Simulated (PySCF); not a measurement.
# Two-photon absorption: SMILES c12cccc(Cl)c1nn[se]2, C6H3ClN2Se

Geometry:
| atom | x (Å) | y (Å) | z (Å) |
| --- | --- | --- | --- |
| Cl1 | 0.062 | -3.177 | 1.121 |
| C2 | -0.145 | -1.563 | 0.572 |
| C3 | -1.375 | -0.932 | 0.670 |
| C4 | -1.528 | 0.387 | 0.217 |
| C5 | -0.472 | 1.098 | -0.336 |
| C6 | 0.774 | 0.467 | -0.438 |
| Se7 | 2.387 | 1.079 | -1.105 |
| N8 | 3.083 | -0.676 | -0.636 |
| N9 | 2.208 | -1.385 | -0.133 |
| C10 | 0.943 | -0.865 | 0.015 |
| H11 | -2.218 | -1.474 | 1.102 |
| H12 | -2.507 | 0.864 | 0.305 |
| H13 | -0.614 | 2.123 | -0.681 |

Method: PySCF 2.14.0, TDDFT CAM-B3LYP/aug-cc-pVDZ excited states, vertical, gas phase. Geometry: PBE0-D3(BJ)/def2-SVP.

The calculation is non-relativistic, which matters for the atoms heavier than Zn.

Task: Give the one- and two-photon strengths of the lowest singlets.

Result: δ for parallel linear polarisation; σ at the peak of a Lorentzian of half width 0.1 eV, single beam; Ω is circular over linear.
| state | E (eV) | f | photon λ (nm) | δ (au) | σ (GM) | Ω | main |
| --- | --- | --- | --- | --- | --- | --- | --- |
| S1 | 3.57 | 0.001 | 695 | 0.27 | 0.00 | 1.50 | HOMO−1→LUMO 0.92 |
| S2 | 4.02 | 0.031 | 616 | 10.3 | 0.06 | 1.50 | HOMO→LUMO 0.77, HOMO−1→LUMO+1 0.13 |
| S3 | 4.31 | 0.001 | 576 | 0.98 | 0.01 | 1.50 | HOMO→LUMO+1 0.79 |
| S4 | 4.87 | 0.103 | 509 | 207 | 1.80 | 0.44 | HOMO−2→LUMO 0.47, HOMO−1→LUMO+1 0.19 |
| S5 | 5.25 | 0.009 | 472 | 73.7 | 0.74 | 1.27 | HOMO−1→LUMO+1 0.23, HOMO→LUMO+2 0.21 |
| S6 | 5.63 | 0.000 | 441 | 1.99 | 0.02 | 1.50 | HOMO−2→LUMO+1 0.85 |

Among these, the strongest one-photon state is S4, the strongest two-photon state S4, with a dipole change of 2.0 D (relaxed, norm of the difference vector).
